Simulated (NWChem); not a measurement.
Molecule: CH$_{4}$Cl$_{2}$InN; SMILES C[NH][In]([Cl])[Cl]

```xyz
9

In    -0.0629     0.1013    -0.0053
Cl    -0.4315     2.4052    -0.0004
Cl     2.1454    -0.6629     0.0088
N     -1.5542    -1.2242     0.0704
C     -1.4242    -2.6576    -0.0338
H     -2.5033    -0.8760    -0.0049
H     -1.7965    -3.0608    -0.9944
H     -1.9647    -3.1793     0.7774
H     -0.3672    -2.9538     0.0490
```
Atoms are numbered in this order, from 1.

Program: NWChem. Medium grid unless said otherwise, to which SCAN and Minnesota functionals are sensitive. Coordinates come from a PBE0/def2-SVP optimisation. Not confirmed as a minimum by frequencies. def2 effective core potentials on In; no spin-orbit coupling. B3LYP is NWChem's, with the RPA form of VWN correlation.

Task: Order these by “dipole (D)”, lowest first: BLYP/def2-SVP; RPBE/def2-SVP; LDA (Slater exchange, VWN5)/def2-SVP.

Result: BLYP/def2-SVP (3.03), RPBE/def2-SVP (3.09), LDA (Slater exchange, VWN5)/def2-SVP (3.19)
